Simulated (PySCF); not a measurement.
A calculated (UHF, PySCF 2.14, Sapporo-DZP-2012, the spin-free X2C one-electron Hamiltonian (Gaussian nucleus)) atom or ion has these occupied shells.

| shell | electrons | orbital energy (eV) | rms radius, mean of both spins (bohr) |
| --- | --- | --- | --- |
| 1s | 2 | -75.977 | 0.667 |

(1) Name the element and its charge.

Answers

(1) Li+ (lithium, charge +1), in 1s2, closed-shell 1S.
